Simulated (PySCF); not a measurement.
# Electron correlation in Ir (iridium, neutral)

[Xe] 4f14 5d7 6s2, high-spin 4F determinant. Computed with PySCF 2.14 in x2c-TZVPPall (11s7p7d3f1g, 97 functions), with scalar relativity by spin-free X2C-1e. Frozen: [Kr] 4d10 4f14; 17 electrons correlated.

| level | correlation energy (mhartree) |
| --- | --- |
| CCSD | -459.11 |
| (T) | -16.24 |
| CCSD(T) | -475.35 |

Diagnostics: T1 = 0.017, D1 = 0.0800, largest double amplitude 0.059.

Spin-orbit coupling, absent here, splits the open shell strongly.

Cost of the coupled-cluster step: of the order of 90 core-seconds, for 17 correlated electrons.

Iterations:

```
CC2 = 0
CCSD nocc = (np.int64(10), np.int64(7)), nmo = (67, 67)
frozen orbitals [[0, 1, 2, 3, 4, 5, 6, 7, 8, 9, 10, 11, 12, 13, 14, 15, 16, 17, 18, 19, 20, 21, 22, 24, 25, 26, 27, 28, 29, 30], [0, 1, 2, 3, 4, 5, 6, 7, 8, 9, 10, 11, 12, 13, 14, 15, 16, 17, 18, 19, 20, 21, 22, 24, 25, 26, 27, 28, 29, 30]]
max_cycle = 100
direct = 0
conv_tol = 1e-08
conv_tol_normt = 1e-06
diis_space = 8
diis_start_cycle = 0
Init t2, MP2 energy = -0.468616434138573
Init E_corr(UCCSD) = -0.468616434159583
cycle = 1  E_corr(UCCSD) = -0.446245330459208  dE = 0.0223711037  norm(t1,t2) = 0.087506
cycle = 2  E_corr(UCCSD) = -0.458173769329012  dE = -0.0119284389  norm(t1,t2) = 0.024418
cycle = 3  E_corr(UCCSD) = -0.457904647266898  dE = 0.000269122062  norm(t1,t2) = 0.0122296
cycle = 4  E_corr(UCCSD) = -0.459148187644116  dE = -0.00124354038  norm(t1,t2) = 0.00422913
cycle = 5  E_corr(UCCSD) = -0.459140780994739  dE = 7.40664938e-06  norm(t1,t2) = 0.000844414
cycle = 6  E_corr(UCCSD) = -0.459096423868628  dE = 4.43571261e-05  norm(t1,t2) = 0.000393225
cycle = 7  E_corr(UCCSD) = -0.459112221595733  dE = -1.57977271e-05  norm(t1,t2) = 0.000133043
cycle = 8  E_corr(UCCSD) = -0.459113885690583  dE = -1.66409485e-06  norm(t1,t2) = 3.02347e-05
cycle = 9  E_corr(UCCSD) = -0.459112497444964  dE = 1.38824562e-06  norm(t1,t2) = 9.3119e-06
cycle = 10  E_corr(UCCSD) = -0.459112611168977  dE = -1.13724013e-07  norm(t1,t2) = 3.06198e-06
cycle = 11  E_corr(UCCSD) = -0.459112653104332  dE = -4.19353552e-08  norm(t1,t2) = 1.13237e-06
cycle = 12  E_corr(UCCSD) = -0.459112648103471  dE = 5.00086106e-09  norm(t1,t2) = 2.29316e-07
UCCSD converged
E(UCCSD) = -17824.40973683475  E_corr = -0.4591126481034709
UCCSD(T) correction = -0.0162407513838684
```

This basis was not built for core-valence correlation, so the inner-shell part is incomplete.
